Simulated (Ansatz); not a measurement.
A structure relaxed at PBE0-D4/def2-TZVP in Ansatz, charge 1, doublet:

```xyz
3

Pb    0.319    1.386    0.226
Cl    0.405   -1.012    1.045
Cl   -0.723   -0.375   -1.271
```

(1) Give its formula and point group.

(2) Summarise the bond lengths by kind (pairs closer than 1.2 times the sum of covalent radii, bridged metal pairs left out).

Answers

(1) the cluster PbCl₂⁺ (the lowest doublet isomer of a short search). Point group C2v (tolerance 0.1 Å).

(2) 2 × Cl–Pb 2.54 Å.

In the def2 sets Pb takes a core potential; there is no spin–orbit coupling. In the doublet, Cl2 and Cl3 lie 2.65 Å apart (atoms count from 1), so these atoms are partly bonded to each other. The relaxation made no stability test and no search for a lower SCF solution. The structure comes from a short search, and lower isomers may exist.
